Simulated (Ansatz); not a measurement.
Consider the silylene formation by 1,1-elimination: `CC[SiH](Cl)OC` → `CCCl` + `CO[SiH]`.

Computed with Ansatz on PBE0-D4/def2-TZVP structures; ΔE is electronic, products minus reactants. CCSD(T)/CBS is the MP2 limit (def2-TZVPP, def2-QZVPP) plus CCSD(T) − MP2 in def2-TZVPP, frozen cores. Functionals use def2-TZVPP. Each species was taken in one conformer, which may not be the lowest.

```
             level  ΔE (kcal/mol)
           r2SCAN0           88.8
RPA@PBE/def2-TZVPP           76.5
  CCSD(T)/def2-SVP           78.9
     HF/def2-TZVPP           81.3
```

**Question.** What does CCSD(T)/CBS give? (Best estimate.)

**Answer.** The calculation gave: +84.2 kcal/mol. The listed levels differ from it by 4.6, -7.7, -5.3, -2.9 kcal/mol.

Largest T1 diagnostic among the species: 0.015.

At CCSD(T), def2-SVP lies −5.3 kcal/mol from the extrapolated value and def2-TZVPP −1.9 kcal/mol. Leaving LDA and LC-ωPBE aside and taking each functional with its dispersion term where it has one, the values, not all of them listed here, spread over 13.2 kcal/mol, from BLYP-D4 to r2SCAN0-D4. LDA lies +8.5 kcal/mol from PBE without D4. The D4 term adds +4.6 kcal/mol with B3LYP and +2.6 kcal/mol with PBE0; it sums over pairs of atoms, weighted by their polarisabilities, and B3LYP, whose exchange is more repulsive, gets the larger term.

B3LYP here is the variant with VWN-RPA as its local correlation; programs differ in this.
